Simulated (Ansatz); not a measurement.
Ansatz (a quantum-chemistry and plane-wave program) input (PBE0/def2-TZVP):

Ansatz 0.2 input:
```yaml
crystal:
  periodic: [false, false, false]
  atoms:
    - {symbol: As, position_ang: [-0.00000000, -0.00000000, -0.31730468]}
    - {symbol: O, position_ang: [0.00000000, 0.00000000, 1.30888181]}
basis:
  gaussian:
    orbitals: def2-TZVP
hamiltonian:
  xc: {name: PBE0}
magnetization: {spin_polarized: true, initial_magnetization: 1}
relax: {f_tol: 0.003, max_steps: 100}
```

Output:

```
Functional definition: PBE0
integrals: 0.02 GiB planned
574 factors; their error is unknown
mean field: 0.27 GiB planned
mean field evaluation 1: about -62870.2193 eV, gradient 4.5e1 eV
mean field evaluation 2: about -62790.5109 eV, gradient 1.2e2 eV
mean field evaluation 4: about -62877.9032 eV, gradient 3.3e0 eV
mean field evaluation 8: about -62877.9582 eV, gradient 1.8e-2 eV
mean field evaluation 16: about -62878.2149 eV, gradient 4.3e-4 eV
mean field -62878.21492866 eV, -2310.7317782434 hartree, gradient 1.0e-5 eV, S^2 0.754718; 0 other end points of the search recorded, 0 dependent functions left out
the calculation of the forces begins
reference -62878.21494606 eV, -2310.7317788828 hartree; 21, 20 occupied and 58, 59 virtual orbitals, 574 factors
relax step   1: F+E_penalty+E_count = -62878.21492866 eV  Δ(F+E_penalty+E_count) = +0.000e0 eV  max|allowed force component| = 5.562e-1 eV/Å  Δτ_max = 0.0000 Å  (37 SCF iters, accepted)
these checks for a lower state are left out or cut short: starts, cluster_reference, orbital_swaps, neighbouring_geometries, increment
integrals: 0.02 GiB planned
574 factors; their error is unknown
mean field: 0.27 GiB planned
mean field -62878.21761771 eV, -2310.7318770641 hartree, gradient 2.2e-5 eV, S^2 0.754681; 0 other end points of the search recorded, 0 dependent functions left out
the calculation of the forces begins
reference -62878.21763510 eV, -2310.7318777033 hartree; 21, 20 occupied and 58, 59 virtual orbitals, 574 factors
relax step   2: F+E_penalty+E_count = -62878.21761771 eV  Δ(F+E_penalty+E_count) = -2.689e-3 eV  max|allowed force component| = 2.067e-1 eV/Å  Δτ_max = 0.0035 Å  (42 SCF iters, accepted)
these checks for a lower state are left out or cut short: starts, cluster_reference, orbital_swaps, neighbouring_geometries, increment
integrals: 0.02 GiB planned
574 factors; their error is unknown
mean field: 0.27 GiB planned
mean field evaluation 32: about -62877.9615 eV, gradient 3.8e-4 eV
mean field -62878.21803554 eV, -2310.7318924191 hartree, gradient 2.0e-5 eV, S^2 0.754660; 0 other end points of the search recorded, 0 dependent functions left out
the calculation of the forces begins
reference -62878.21805293 eV, -2310.7318930582 hartree; 21, 20 occupied and 58, 59 virtual orbitals, 574 factors
relax step   3: F+E_penalty+E_count = -62878.21803554 eV  Δ(F+E_penalty+E_count) = -4.178e-4 eV  max|allowed force component| = 4.076e-3 eV/Å  Δτ_max = 0.0021 Å  (42 SCF iters, accepted)
these checks for a lower state are left out or cut short: starts, cluster_reference, orbital_swaps, neighbouring_geometries, increment
integrals: 0.02 GiB planned
574 factors; their error is unknown
mean field: 0.27 GiB planned
mean field -62878.21803563 eV, -2310.7318924224 hartree, gradient 2.0e-5 eV, S^2 0.754661; 0 other end points of the search recorded, 0 dependent functions left out
the calculation of the forces begins
reference -62878.21805302 eV, -2310.7318930615 hartree; 21, 20 occupied and 58, 59 virtual orbitals, 574 factors
relax step   4: F+E_penalty+E_count = -62878.21803563 eV  Δ(F+E_penalty+E_count) = -9.000e-8 eV  max|allowed force component| = 2.692e-3 eV/Å  Δτ_max = 0.0001 Å  (41 SCF iters, accepted)
integrals: 0.02 GiB planned
574 factors; their error is unknown
mean field: 0.27 GiB planned
mean field evaluation 64: about -62878.2180 eV, gradient 7.1e-3 eV
mean field -62878.21803563 eV, -2310.7318924224 hartree, gradient 2.0e-5 eV, S^2 0.754661; 1 other end points of the search recorded, 0 dependent functions left out
the calculation of the forces begins
reference -62878.21805302 eV, -2310.7318930615 hartree; 21, 20 occupied and 58, 59 virtual orbitals, 574 factors
Total energy: -62878.21805302 eV, -2310.7318930615 hartree
Atom 0 at     0.000000    -0.000000    -0.311801 Å, force    -0.000000     0.000000     0.002692 eV/Å
Atom 1 at    -0.000000     0.000000     1.303379 Å, force    -0.000000     0.000000    -0.002692 eV/Å
Dipole moment:    -0.000000    -0.000000    -0.549979 e Å
```
